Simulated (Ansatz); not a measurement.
The cluster Sr4O4, relaxed as a singlet with RKS PBE-D4/def2-SVP in Ansatz, starting from packed atoms. Force threshold 0.02 eV/Å.

In the def2 sets Sr takes a core potential; there is no spin–orbit coupling. Another isomer (singlet) lies 0.41 eV lower at PBE0-D4/def2-TZVP; other spin states weren't run for this one.

Start:

```xyz
8

Sr   -2.3471   -0.3840   -1.5373
Sr   -2.9484   -2.2991    2.7853
Sr    3.2455    0.2011    1.5921
Sr    1.7768    2.4256   -2.9295
O     3.0944    1.5842   -0.6029
O    -0.5416    1.1472   -2.6707
O    -3.6669   -1.2916    0.5169
O     1.3873   -1.3835    2.8460
```

```json
{"step": "1", "energy (eV)": "-11514.2043", "largest force component (eV/Å)": "3.665", "SCF passes": "77"}
{"step": "2", "energy (eV)": "-11516.1224", "largest force component (eV/Å)": "3.403", "SCF passes": "49"}
{"step": "3", "energy (eV)": "-11517.8729", "largest force component (eV/Å)": "2.800", "SCF passes": "44"}
{"step": "4", "energy (eV)": "-11519.2424", "largest force component (eV/Å)": "1.840", "SCF passes": "50"}
{"step": "5", "energy (eV)": "-11520.1738", "largest force component (eV/Å)": "0.721", "SCF passes": "37"}
{"step": "6", "energy (eV)": "-11520.6094", "largest force component (eV/Å)": "0.768", "SCF passes": "32"}
{"step": "7", "energy (eV)": "-11520.9718", "largest force component (eV/Å)": "0.920", "SCF passes": "31"}
{"step": "8", "energy (eV)": "-11521.4709", "largest force component (eV/Å)": "1.363", "SCF passes": "31"}
{"step": "9", "energy (eV)": "-11522.0789", "largest force component (eV/Å)": "1.857", "SCF passes": "29"}
{"step": "10", "energy (eV)": "-11522.7806", "largest force component (eV/Å)": "1.831", "SCF passes": "29"}
{"step": "11", "energy (eV)": "-11523.3265", "largest force component (eV/Å)": "0.976", "SCF passes": "29"}
{"step": "12", "energy (eV)": "-11523.4728", "largest force component (eV/Å)": "0.442", "SCF passes": "26"}
{"step": "13", "energy (eV)": "-11523.5176", "largest force component (eV/Å)": "0.407", "SCF passes": "27"}
{"step": "14", "energy (eV)": "-11523.5848", "largest force component (eV/Å)": "0.072", "SCF passes": "26"}
{"step": "15", "energy (eV)": "-11523.5905", "largest force component (eV/Å)": "0.423", "SCF passes": "27"}
{"step": "16", "energy (eV)": "-11523.6327", "largest force component (eV/Å)": "0.080", "SCF passes": "24"}
{"step": "17", "energy (eV)": "-11523.6421", "largest force component (eV/Å)": "0.010", "SCF passes": "23"}
{"step": "18", "energy (eV)": "-11523.6421", "largest force component (eV/Å)": "0.016", "SCF passes": "21"}
```

Force components are those of the run's own axes.

End:

Cartesian coordinates in Å:
```
Sr -2.0678 -0.6712 -1.8483
Sr -1.4805 -0.8713 2.2723
Sr 2.5311 -0.5709 1.1912
Sr 1.0207 2.1197 -1.6145
O 2.3927 1.0452 -0.2838
O -0.7033 0.9742 -2.3369
O -2.4004 -1.0309 0.2887
O 0.7074 -0.9948 2.3312
```

Bonds formed: Sr2–O8 (atoms count from 1). Metal–metal contacts that move far: Sr2–Sr3 6.79 to 4.17 Å, Sr3–Sr4 5.25 to 4.17 Å, Sr1–Sr4 5.18 to 4.17 Å, Sr1–Sr2 4.77 to 4.17 Å.

The force fell under the threshold at step 17, but the optimiser went on. No frequencies were taken in this run, so the end may be a saddle point.

It took 48 s on 4 threads of Arm Neoverse V1 on a shared host.
